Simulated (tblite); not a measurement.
Compound: CH₄F₂NSi (doublet state).
Numbering: `[F:1][C:2]([F:3])[NH:4][SiH3:5]` (hydrogens: H6 on N4; H7, H8, H9 on Si5)

Structure used (GFN2-xTB), in Å, numbered top down from 1:
```xyz
9
CH4F2NSi angstrom
F      1.616    0.173    1.158
C      1.477   -0.303   -0.096
F      2.142   -1.483   -0.194
N      0.206   -0.285   -0.584
Si    -1.141    0.551    0.157
H      0.093   -0.881   -1.388
H     -2.182    0.360   -0.848
H     -1.464   -0.068    1.442
H     -0.734    1.943    0.329
```

Method: GFN2-xTB as coded in tblite; computed harmonic values from a numerical Hessian at the method's own geometry, unscaled. Against measured fundamentals such values can be off by several per cent, at times by over 20. Modes of hydrogen on silicon can be 10 to 20 % off. One conformer, not necessarily the lowest. Open shells enter through the occupations alone, without spin polarisation, and single modes of such species can be off by tens of per cent.

Harmonic wavenumbers (cm⁻¹): 65.1, 119.4, 143.0, 321.4, 393.0, 450.6, 520.0, 567.8, 611.6, 732.8, 777.6, 787.3, 801.0, 973.1, 1053.8, 1249.0, 1376.0, 2264.8, 2293.1, 2303.2, 3481.5.

A = 8953, B = 2350, C = 1951 MHz; mass 96.008 u (most abundant isotopes); point group C1, symmetry number 1; spin multiplicity 2.

Problem. What is the zero-point energy?

Solution. Half the sum of the wavenumbers: 10643 cm⁻¹ = 30.43 kcal/mol.

Problem. Entropy at 273.15 K, 1 bar (ideal gas, RRHO, classical rotation)?

Solution. Translation 39.19, rotation 26.20, vibration 14.49, spin (R ln 2) 1.38: S = 81.3 cal/(mol K).

Problem. And Cp and H(273.15 K) − H(0)?

Solution. Cp = 24.04 cal/(mol K), of which vibrations give 16.09 (their classical limit is 21 R = 41.7); H(273.15 K) − H(0) = 4.33 kcal/mol without the zero-point energy, 2.16 from vibrations.

Problem. Which modes carry the vibrational entropy at 273.15 K?

Solution. 65.1 cm⁻¹: 4.12; 119.4 cm⁻¹: 2.94; 143.0 cm⁻¹: 2.60; 321.4 cm⁻¹: 1.16; 393.0 cm⁻¹: 0.86; 450.6 cm⁻¹: 0.68 cal/(mol K); the other 15 give 2.13 together.

Problem. What must be added to the electronic energy to get the Gibbs energy at 273.15 K and 1 bar?

Solution. ZPE + [H(273.15 K) − H(0)] − T·S = 30.43 + 4.33 − 22.20 = 12.56 kcal/mol.

Problem. How do the functions run with temperature in this model?

Solution. 
| T (K) | S (cal/(mol K)) | Cp (cal/(mol K)) | H − H(0) (kcal/mol) | G − H(0) (kcal/mol) | ln q(vib) |
| --- | --- | --- | --- | --- | --- |
| 100 | 63.2 | 13.7 | 1.07 | -5.25 | 0.85 |
| 200 | 74.5 | 19.7 | 2.73 | -12.16 | 2.25 |
| 300 | 83.6 | 25.5 | 5.00 | -20.08 | 3.70 |
| 500 | 98.6 | 33.1 | 10.93 | -38.35 | 6.58 |
| 800 | 115.6 | 39.3 | 21.90 | -70.61 | 10.52 |
| 1000 | 124.7 | 41.8 | 30.02 | -94.67 | 12.85 |

q(vib) and H(0) count from the zero-point level.

Hindered rotation and anharmonicity are outside this model. Other conformers, if any are populated, would add a mixing term that is left out. The structure is chiral; the term R ln 2 for an equal mix with its mirror image is left out.
